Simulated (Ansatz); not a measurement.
Basis-set series for `[CH]=C[SiH](F)F` radical. Total charge 0; spin multiplicity 2. Geometry: relaxed with PBE0-D4/def2-TZVP. It is one conformer, not always the lowest.

```xyz
8

C    -1.6983   -0.0208   -0.5604
C    -0.8060   -0.4817    0.2734
Si    0.9254    0.1467    0.1504
F     1.9318   -1.0552   -0.1022
F     1.3694    0.8124    1.5218
H    -1.7263    0.6867   -1.3792
H    -1.0745   -1.2226    1.0283
H     1.0784    1.1345   -0.9322
```

| functional | basis | functions | energy (Eh) | HOMO (eV) | LUMO (eV) |
| --- | --- | --- | --- | --- | --- |
| PBE0-D4 | def2-SVP | 89 | -566.50517 | -7.08 | -2.16 |
| PBE0-D4 | def2-QZVPP | 388 | -566.98442 | -7.15 | -2.38 |
| ωB97M-V | def2-SVP | 89 | -566.80130 | -9.06 | -0.15 |
| ωB97M-V | def2-QZVPP | 388 | -567.28759 | -9.16 | -0.55 |

(1) Give the rows for def2-TZVPP. (Best estimate.)

Answers

(1) Ansatz gave: 
```tsv
functional	basis	functions	energy (Eh)	HOMO (eV)	LUMO (eV)
PBE0-D4	def2-TZVPP	208	-566.95849	-7.13	-2.35
ωB97M-V	def2-TZVPP	208	-567.26349	-9.14	-0.48
```

HOMO and LUMO are taken over both spins.
